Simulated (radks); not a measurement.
Ga+, configuration [Ar] 3d10 4s2.

Calculated with a radial shooting solver on a logarithmic mesh with Libxc functionals: scalar-relativistic Kohn-Sham, PBE, spin-polarised, spherical densities, finite nucleus; Fermi nuclear charge, rms radius 3.9973 fm.

Energy parts (hartree):
| part | energy |
|---|---|
| total | -1943.71818 |
| kinetic | 1976.76304 |
| electron-nucleus | -4675.11897 |
| Hartree | 829.92501 |
| exchange-correlation | -75.28725 |

Orbitals (lengths in bohr, moments of r in powers of bohr; <r^-3> diverges for s and p1/2):
| orbital | occ. | eigenvalue (hartree) | <r^-3> | <r> |
|---|---|---|---|---|
| 1s | 2 | -376.2464 | - | 0.04860 |
| 2s | 2 | -46.69304 | - | 0.2178 |
| 2p | 6 | -40.68576 | 890.7 | 0.1907 |
| 3s | 2 | -5.74778 | - | 0.6519 |
| 3p | 6 | -3.93747 | 117.6 | 0.6792 |
| 3d | 10 | -1.00776 | 11.70 | 0.8075 |
| 4s | 2 | -0.60019 | - | 2.217 |

The highest occupied level is 4s at -16.332 eV. Summed over all electrons, <r^2> = 24.46 bohr^2, which gives a Langevin (diamagnetic) susceptibility term of -19.4 x 10^-6 cm^3/mol. The electron density at the nucleus is 2.856e+04 e/bohr^3 (large components only).
